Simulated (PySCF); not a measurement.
PySCF input file for diantimony (Sb₂), SMILES [Sb]#[Sb], B3LYP-D3(BJ)/def2-TZVP. Geometry optimised at B3LYP-D3(BJ)/def2-TZVP. The def2 effective core potentials stand for the cores of Sb; spin–orbit coupling is left out.

```python
import numpy as np
from pyscf import gto, scf, dft, df
from pyscf.hessian import thermo

mol = gto.M(
    atom='''
    Sb    0.00000000    0.00000000   -1.24397196
    Sb    0.00000000    0.00000000    1.24397196
    ''',
    basis='def2-TZVP',
    ecp={'Sb': 'def2-tzvp'},
    charge=0,
    spin=0,
    max_memory=1600,
    verbose=3,
)
mf = dft.RKS(mol, xc='b3lyp').density_fit(auxbasis='def2-universal-jkfit')
mf.disp = 'd3bj'
mf.grids.level = 3
mf.conv_tol = 1e-11
mf.max_cycle = 100
mf.kernel()

# [left out here: the lines that compute and print the analytic Hessian (its translational invariance restored by hand, since the grid's response is missing), thermochemistry and intensities]
```

Output:

```
converged SCF energy = -480.702860669786

WARN: DFTD3 does not support analytical Hessian, using finite difference


WARN: Mole.unit (angstrom) is changed to Bohr

Mode                                 0
Irrep
Freq [cm^-1]                      284.9593
Reduced mass [au]                 121.7600
Force const [Dyne/A]                5.8253
Char temp [K]                     409.9930
Normal mode                   x     y     z
       0  Sb                 0.00  0.00 -0.06
       1  Sb                 0.00  0.00  0.06
temperature 298.1500 [K]
pressure 101325.00 [Pa]
Rotational constants [GHz] inf 1.34110 1.34110
Symmetry number 2
Zero-point energy (ZPE) 0.00065 [Eh]   1704.435 [J/mol]
                           tot       elec      trans        rot        vib
Entropy [J/mol/K]       256.304      0.000    177.280     72.732      6.292
Cv [J/mol/K]             27.906      0.000     12.472      8.314      7.119
Cp [J/mol/K]             36.220      0.000     20.786      8.314      7.119
Internal energy [J/mol]                      3718.434   2478.956   2857.809
Internal energy [Eh]   -480.69941  -480.70286
Enthalpy [J/mol]                             6197.391   2478.956   2857.809
Enthalpy [Eh]          -480.69847
Gibbs free energy [J/mol]                  -46658.713 -19206.136    981.984
Gibbs free energy [Eh] -480.72757
mode   freq/cm-1   IR/(km/mol)
   1      284.96         0.000
max |gradient| / (hartree/bohr): 2.853211633303994e-05
APT charges: [-0. -0.]
```

Self-consistency was reached.

Cost: roughly 26 core-seconds.
